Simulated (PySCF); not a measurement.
An unknown gives this computed stick spectrum. The calculation used TDDFT CAM-B3LYP/def2-SVPD, vertical, gas phase, core orbitals frozen in the response in PySCF 2.14.0, density-fitted response routines. Geometries: GFN2-xTB, one conformer each.

```tsv
state	E (eV)	λ (nm)	f
S1	4.38	282.9	0.0001
S2	5.25	236.0	0.0000
S3	7.22	171.6	0.052
S4	7.61	163.0	0.159
S5	7.86	157.7	0.0000
S6	8.04	154.2	0.0036
S7	8.13	152.4	0.126
S8	8.65	143.3	0.0080
```

Orbital energies (eV): HOMO-3 -12.09, HOMO-2 -11.75, HOMO-1 -11.25, HOMO -10.22, LUMO -1.32, LUMO+1 0.33, LUMO+2 1.36.

Task: Which structure fits?
A. `C[Si]1(F)OC(=O)C(=O)O1`
B. `FC(F)c1ccco1`
C. `C(F)([C@H](COC)C)=O`

Result: A. Its S1, at 4.38 eV, is the lowest among the candidates; the nearest of the others has S1 at 6.08 eV. S1 is HOMO→LUMO (97%). Löwdin shares by element: HOMO oxygen 62% or more, carbon 21% or more (atoms not listed hold the other 17%); LUMO carbon 43% or more, oxygen 39% or more (atoms not listed hold the other 18%). At the same level the other candidates give, for their lowest levels:
- `FC(F)c1ccco1`: 6.08 eV (f 0.244); 6.93 eV (f 0.001); 6.93 eV (f 0.004); 7.64 eV (f 0.027); 7.79 eV (f 0.005); T1 3.87 eV; HOMO -8.48, LUMO 0.53 eV
- `COC[C@H](C)C(=O)F`: 6.11 eV (f 0.002); 7.12 eV (f 0.004); 7.39 eV (f 0.022); 8.25 eV (f 0.003); 8.31 eV (f 0.027); T1 5.54 eV; HOMO -9.30, LUMO 0.69 eV
Triplets come from the Tamm–Dancoff approximation.
